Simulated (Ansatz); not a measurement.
`N[C](=O)[SnH3]` + `C=NC` → `C=[N][SnH3]` + `CC(N)=O`  (formal exchange of groups at the Sn–C bond)

Calculated with Ansatz (gas phase, PBE0-D4/def2-TZVP geometries, no zero-point term in ΔE). CCSD(T)/CBS adds triple-zeta CCSD(T) − MP2 to the extrapolated MP2 energy (def2 sets, frozen cores). DFT in def2-TZVPP. B3LYP here is the variant with VWN-RPA as its local correlation; programs differ in this. def2 core potentials past Kr. For Sn outer-core shells are correlated without core-valence functions, which leaves a few kJ/mol of doubt a bond. One conformer a species, not always the lowest.

```json
{"level": "ωB97X-V", "ΔE (eV)": "-0.55"}
{"level": "ωB97M-V", "ΔE (eV)": "-0.54"}
{"level": "PBE0", "ΔE (eV)": "-0.49"}
{"level": "B3LYP", "ΔE (eV)": "-0.49"}
```

Q: What does CCSD(T)/CBS give? (Best estimate.)

A: Ansatz gave: -0.56 eV. The listed levels differ from it by 0.01, 0.02, 0.07, 0.07 eV.

Largest T1 diagnostic among the species: 0.016.

From PBE to PBE0 (25 % exact exchange), in def2-TZVPP and without D4, ΔE moves by −0.08 eV. In def2-TZVPP, CCSD(T) changes the Hartree–Fock value by +0.15 eV (the triples alone add +0.02 eV) and MP2 by +0.11 eV.
